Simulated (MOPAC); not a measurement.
Job for MOPAC: PM7 on CH3FOSn (SMILES C[O][Sn][F]), a point of a torsion scan.

```
PM7 1SCF PRECISE CHARGE=0 THREADS=1
CH3FOSn

C     -0.90985333 1    -0.24141702 1     0.23243037 1
O     -0.55717135 1     1.09894567 1    -0.03066487 1
Sn    -0.52325207 1     2.92081121 1    -0.84889827 1
F     -2.04890938 1     2.96334680 1    -2.28518656 1
H     -0.43480056 1    -0.90189943 1    -0.49483703 1
H     -1.99097224 1    -0.37292352 1     0.17144065 1
H     -0.57008531 1    -0.50917631 1     1.23587719 1
```

The log:

```
*******************************************************************************
 **                                                                           **
 **                              MOPAC v23.2.5                                **
 **                                                                           **
 *******************************************************************************
 ** MOPAC's Digital Object Identifier: https://doi.org/10.5281/zenodo.6511958 **
 **                                                                           **
 ** Please cite the open-source release paper for use of this MOPAC version:  **
 ** J. E. Moussa and J. J. P. Stewart (2026)                                  **
 ** MOPAC: An open-source semiempirical molecular orbital program             **
 ** J. Open Source Softw., 11(119), 8025, https://doi.org/10.21105/joss.08025 **
 *******************************************************************************

                              PM7 CALCULATION RESULTS

 *******************************************************************************
 *  PM7        - The PM7 Hamiltonian to be used
 *
 *
 *
 *                 CHARGE ON SYSTEM = 0
 *
 *
 *
 *  PRECISE    - TIGHTER CRITERIA TO BE USED
 *  1SCF       - DO 1 SCF AND THEN STOP
 *  THREADS=1  - MULTI-THREADING NOT USED
 *  T=         - A TIME OF 172800.0 SECONDS REQUESTED
 *  DUMP=N     - RESTART FILE WRITTEN EVERY 7200.0 SECONDS REQUESTED
 *******************************************************************************
PM7 1SCF PRECISE CHARGE=0 THREADS=1
 CH3FOSn

   ATOM   CHEMICAL          X               Y               Z
  NUMBER   SYMBOL      (ANGSTROMS)     (ANGSTROMS)     (ANGSTROMS)

     1       C         -0.90985333  *  -0.24141702  *   0.23243037  *
     2       O         -0.55717135  *   1.09894567  *  -0.03066487  *
     3      Sn         -0.52325207  *   2.92081121  *  -0.84889827  *
     4       F         -2.04890938  *   2.96334680  *  -2.28518656  *
     5       H         -0.43480056  *  -0.90189943  *  -0.49483703  *
     6       H         -1.99097224  *  -0.37292352  *   0.17144065  *
     7       H         -0.57008531  *  -0.50917631  *   1.23587719  *



          CARTESIAN COORDINATES

    NO.       ATOM           X           Y           Z

     1         C         -0.9099     -0.2414      0.2324
     2         O         -0.5572      1.0989     -0.0307
     3        Sn         -0.5233      2.9208     -0.8489
     4         F         -2.0489      2.9633     -2.2852
     5         H         -0.4348     -0.9019     -0.4948
     6         H         -1.9910     -0.3729      0.1714
     7         H         -0.5701     -0.5092      1.2359

 General Reference for PM7:
 "Optimization of Parameters for Semiempirical Methods VI: More Modifications to the
 NDDO Approximations and Re-optimization of Parameters", J. J. P. Stewart, J. Mol. Mod., 1:32, 19 (2013)
 https://link.springer.com/article/10.1007/s00894-012-1667-x

           Empirical Formula: C H3 O Sn F  =     7 atoms



      MOLECULAR POINT GROUP   :   C1


      RHF CALCULATION, NO. OF DOUBLY OCCUPIED LEVELS = 12


 -------------------------------------------------------------------------------
 PM7 1SCF PRECISE CHARGE=0 THREADS=1
 CH3FOSn



     1SCF WAS SPECIFIED, SO BFGS WAS NOT USED
     SCF FIELD WAS ACHIEVED


                              PM7 CALCULATION
                                                       MOPAC v23.2.5 Linux




          FINAL HEAT OF FORMATION =        -66.34841 KCAL/MOL =    -277.60174 KJ/MOL


          COSMO AREA              =        124.91 SQUARE ANGSTROMS
          COSMO VOLUME            =        112.78 CUBIC ANGSTROMS

          IONIZATION POTENTIAL    =         10.382942 EV
          HOMO LUMO ENERGIES (EV) =        -10.383  0.102
          NO. OF FILLED LEVELS    =         12
          MOLECULAR WEIGHT        =        168.7225         POINT GROUP:  C1

          MOLECULAR DIMENSIONS (Angstroms)

            Atom       Atom       Distance
            H     7    F     4     5.16171
           Sn     3    H     6     2.79947
            H     5   Sn     3     1.57141


          SCF CALCULATIONS        =          1





   ATOM   CHEMICAL          X               Y               Z
  NUMBER   SYMBOL      (ANGSTROMS)     (ANGSTROMS)     (ANGSTROMS)

     1       C         -0.90985333  *  -0.24141702  *   0.23243037  *
     2       O         -0.55717135  *   1.09894567  *  -0.03066487  *
     3      Sn         -0.52325207  *   2.92081121  *  -0.84889827  *
     4       F         -2.04890938  *   2.96334680  *  -2.28518656  *
     5       H         -0.43480056  *  -0.90189943  *  -0.49483703  *
     6       H         -1.99097224  *  -0.37292352  *   0.17144065  *
     7       H         -0.57008531  *  -0.50917631  *   1.23587719  *

                             CARTESIAN COORDINATES

   1    C       -0.909853330    -0.241417020     0.232430370
   2    O       -0.557171350     1.098945670    -0.030664870
   3   Sn       -0.523252070     2.920811210    -0.848898270
   4    F       -2.048909380     2.963346800    -2.285186560
   5    H       -0.434800560    -0.901899430    -0.494837030
   6    H       -1.990972240    -0.372923520     0.171440650
   7    H       -0.570085310    -0.509176310     1.235877190


           Empirical Formula: C H3 O Sn F  =     7 atoms



      MOLECULAR POINT GROUP   :   C1


                  EIGENVALUES
 -36.57383 -27.27625 -23.63503 -16.41423 -15.12456 -15.11106 -13.74479 -13.62355
 -13.40869 -11.27457 -11.01318 -10.38294   0.10158   0.54317   1.03788   4.72024
   5.59512   5.64895   6.11104


              NET ATOMIC CHARGES AND DIPOLE CONTRIBUTIONS

  ATOM NO.   TYPE          CHARGE      No. of ELECS.   s-Pop       p-Pop
    1          C           0.036303        3.9637     1.06624     2.89746
    2          O          -0.887275        6.8873     1.74354     5.14373
    3         Sn           1.082079        2.9179     1.56794     1.34998
    4          F          -0.553915        7.5539     1.97801     5.57590
    5          H           0.105023        0.8950     0.89498
    6          H           0.101552        0.8984     0.89845
    7          H           0.116232        0.8838     0.88377
 DIPOLE           X         Y         Z       TOTAL
 POINT-CHG.     3.439     1.650     2.363     4.487
 HYBRID        -3.141    -4.090    -1.007     5.254
 SUM            0.298    -2.440     1.356     2.808


          ATOMIC ORBITAL ELECTRON POPULATIONS

     Atom    s        px        py        pz
    1  C   1.06624   1.08364   0.71391   1.09991
    2  O   1.74354   1.88832   1.38693   1.86848
    3 Sn   1.56794   0.45805   0.63172   0.26021
    4  F   1.97801   1.78841   1.98764   1.79985
    5  H   0.89498
    6  H   0.89845
    7  H   0.88377

 **********************
 *                    *
 * JOB ENDED NORMALLY *
 *                    *
 **********************




 == MOPAC DONE ==
```

The run finished.

Cost: roughly 0.05 core-seconds.
